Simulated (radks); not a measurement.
Species: the bismuth ion Bi25+. Configuration: [Kr] 4d10 4f12.

All-electron calculation, scalar-relativistic Kohn-Sham, PBE, spin-unpolarised, spherical densities, point nucleus. Program: a radial shooting solver on a logarithmic mesh with Libxc functionals.

Energy parts (eV):
part                       energy
total                  -578514.48
kinetic                 657298.45
electron-nucleus      -1405349.36
Hartree                 179552.65
exchange-correlation    -10016.22

Orbitals (lengths in bohr, moments of r in powers of bohr; <r^-3> diverges for s and p1/2):
| orbital | occ. | eigenvalue (eV) | <r^-3> |
|---|---|---|---|
| 1s | 2 | -91401.20 | - |
| 2s | 2 | -16997.25 | - |
| 2p | 6 | -14638.51 | 31070 |
| 3s | 2 | -4623.162 | - |
| 3p | 6 | -3948.996 | 7264 |
| 3d | 10 | -3274.859 | 875.4 |
| 4s | 2 | -1566.475 | - |
| 4p | 6 | -1341.740 | 1872 |
| 4d | 10 | -1086.471 | 205.1 |
| 4f | 12 | -806.9258 | 45.02 |

The highest occupied level is 4f at -806.93 eV. The density falls to 0.001 e/bohr^3 at r = 1.30 bohr. For comparison, the ionisation energy in NIST's Atomic Spectra Database is 810 eV (theoretical). In exact Kohn-Sham theory the highest level is minus the ionisation energy, but local and semilocal functionals leave it too shallow, through self-interaction and a potential that decays too fast; potentials with the right tail come closer.

Beside tabulated values, note that spin-unpolarised runs miss the spin-polarisation part of the exchange energy of open shells, and scalar-relativistic runs lack spin-orbit coupling.
